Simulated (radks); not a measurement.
The numbers below are computed, except where a source is named.
Question: These are the eigenvalues of the occupied orbitals of an atom or ion with whole-number occupations (eV). Level of theory: scalar-relativistic Kohn-Sham, LDA (Slater exchange, Perdew-Wang correlation), spin-polarised, spherical densities, point nucleus (a radial shooting solver on a logarithmic mesh with Libxc functionals).

| orbital | eigenvalue |
|---|---|
| 1s down | -4855.819 |
| 1s up | -4855.817 |
| 2s up | -535.4860 |
| 2s down | -534.9003 |
| 2p up | -443.9318 |
| 2p down | -443.4732 |
| 3s up | -62.8635 |
| 3s down | -61.2074 |
| 3p up | -39.3826 |
| 3p down | -37.7525 |
| 3d up | -4.9965 |
| 4s up | -4.8024 |
| 4s down | -4.3040 |

Which element is it, and in what charge state? The configuration may be excited. Open shells, if any, are filled with parallel spins first.

Answer: Z = 22, titanium, charge 0: Ti in [Ar] 3d2 4s2. The list shows which subshells hold electrons but not how many an open one holds; the 1s level, -178.45 hartree, gives Z - s = 18.9 by -(Z - s)^2/2, which with screening and relativity narrows Z to a few neighbours, and the depths of the outer levels then fix element, charge and occupations together.
